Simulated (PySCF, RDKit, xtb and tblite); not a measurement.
Conformational energy of SMILES CC(C)(C)[SiH2]S (C4H12SSi), singlet. Scanned: dihedral C2–Si5–S6–H18; all other coordinates were relaxed at GFN2-xTB. Points at φ and −φ are mirror images. Heavy atoms are numbered in the order of the SMILES CC(C)(C)[SiH2]S, hydrogens after them in the order of the atoms that carry them; the mirror image has the same energies with the sign of each dihedral reversed.

- GFN2-xTB (xtb and tblite)
- UFF // GFN2-xTB (RDKit)
- RMP2/6-31G* = restricted MP2 (frozen core)/6-31G*, spherical d // GFN2-xTB run with PySCF 2.14.0

Energies in kcal/mol, each method relative to its own lowest point.

| φ / ° | GFN2-xTB | UFF | RMP2/6-31G* |
|---|---|---|---|
| -165 | 0.08 | 0.13 | 0.70 |
| -150 | 0.29 | 0.42 | 0.82 |
| -135 | 0.55 | 0.70 | 0.94 |
| -120 | 0.73 | 0.80 | 0.91 |
| -105 | 0.74 | 0.68 | 0.65 |
| -90 | 0.61 | 0.41 | 0.26 |
| -75 | 0.43 | 0.19 | 0.00 |
| -60 | 0.33 | 0.23 | 0.09 |
| -45 | 0.35 | 0.58 | 0.56 |
| -30 | 0.44 | 0.99 | 1.21 |
| -15 | 0.54 | 1.19 | 1.78 |
| 0 | 0.58 | 1.22 | 2.02 |
| 15 | 0.54 | 1.19 | 1.78 |
| 30 | 0.44 | 0.99 | 1.21 |
| 45 | 0.35 | 0.58 | 0.56 |
| 60 | 0.33 | 0.23 | 0.09 |
| 75 | 0.43 | 0.19 | 0.00 |
| 90 | 0.61 | 0.41 | 0.26 |
| 105 | 0.74 | 0.68 | 0.65 |
| 120 | 0.73 | 0.80 | 0.91 |
| 135 | 0.55 | 0.70 | 0.94 |
| 150 | 0.29 | 0.42 | 0.82 |
| 165 | 0.08 | 0.13 | 0.70 |
| 180 | 0.00 | 0.00 | 0.65 |
